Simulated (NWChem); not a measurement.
# C3H6OSi; SMILES C1([SiH3])OCC=1

```xyz
11

Si     0.0228    -1.8012     0.0000
C     -0.1150     0.0673     0.0000
C     -1.0576     1.0311     0.0000
C      0.0615     2.0404     0.0000
O      1.0093     0.9161     0.0000
H      0.7516    -2.2686    -1.2082
H      0.7516    -2.2686     1.2082
H     -1.3567    -2.3540     0.0000
H     -2.1365     1.0716     0.0000
H      0.1906     2.6525    -0.8987
H      0.1906     2.6525     0.8987
```
Atoms are numbered in this order, from 1.

Level: B3LYP/6-31G* (spherical d) (NWChem), optimised geometry, unscaled harmonic frequencies. 

Task: List the harmonic frequencies with IR intensities, and the thermochemistry.

Result: 
| frequency (cm⁻¹) | IR intensity (km/mol) |
|---|---|
| 112 | 0.7 |
| 174 | 5.1 |
| 198 | 0.5 |
| 463 | 14.6 |
| 480 | 25.1 |
| 648 | 60.6 |
| 698 | 48.2 |
| 703 | 9.1 |
| 925 | 261.8 |
| 929 | 34.2 |
| 933 | 29.9 |
| 940 | 53.9 |
| 961 | 74.5 |
| 1001 | 16.3 |
| 1003 | 7.7 |
| 1105 | 35.1 |
| 1116 | 0.3 |
| 1215 | 10.9 |
| 1301 | 5.9 |
| 1510 | 1.0 |
| 1636 | 3.4 |
| 2255 | 89.8 |
| 2260 | 139.5 |
| 2267 | 138.8 |
| 3076 | 39.6 |
| 3130 | 21.9 |
| 3292 | 1.2 |

```yaml
zero_point_energy: 49.1 kcal/mol
thermal correction to the enthalpy at 298.15 K (with zero-point energy): 53.4 kcal/mol
heat capacity Cv: 20.8 cal/(mol K)
entropy at 298.15 K and 1 atm (symmetry number 1): 76.5 cal/(mol K)
dipole_moment: 1.56 D
```

Rigid rotor and harmonic oscillator.
